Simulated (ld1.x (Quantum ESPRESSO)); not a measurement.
**Si (Z = 14): excitation energies, all-electron against ultrasoft**

Si, ultrasoft, made with ld1.x (Quantum ESPRESSO) 7.5 (PBE, scalar-relativistic). Core [Ne], reference 3s1.75 3p2.25. Waves: 3s (bound): rcut 1.30, rcutus 1.65 bohr; 3s channel at 2 Ry: rcut 1.30, rcutus 1.65 bohr; 3p (bound): rcut 1.35, rcutus 1.50 bohr; 3p channel at 0.6 Ry: rcut 1.35, rcutus 1.50 bohr. Local part: all-electron potential smoothed inside 1.30 bohr (lloc = -1). Core correction: none. Augmentation charge: built from norm-conserving waves at rcut, not smoothed further.

Energies are relative to the spin-unpolarised reference configuration 3s1.75 3p2.25; without spin polarisation the order of configurations can differ from experiment.

| valence configuration | charge | ΔE all-electron (eV) | error AE − PS (meV) |
| --- | --- | --- | --- |
| 3s2 3p2 | 0 | -1.688 | +0.4 |
| 3s2 3p1 | +1 | 6.052 | -1.3 |
| 3s2 3p0 | +2 | 22.045 | -5.7 |
| 3s2 3p1.5 | +0.5 | 1.233 | +0.1 |
| 3s1 3p3 | 0 | 5.126 | +3.7 |

(1) What are ΔE and the potential's error for 3s0 3p4?

(2) What are ΔE and the potential's error for 3s1 3p2?

Levels in the configuration 3s2 3p2:

| level | all-electron (eV) | pseudo (eV) |
| --- | --- | --- |
| 3s | -10.813 | -10.815 |
| 3p | -4.081 | -4.081 |

Note: ghost state, extra bound levels that the all-electron valence spectrum of the same l lacks: p at -55.3 eV. A true bound ghost makes a file unfit for plane-wave use.

Results:

(1) ΔE = 12.090 eV all-electron; the error (AE − PS) is +23 meV.

(2) ΔE = 13.482 eV all-electron; the error (AE − PS) is +2.7 meV.
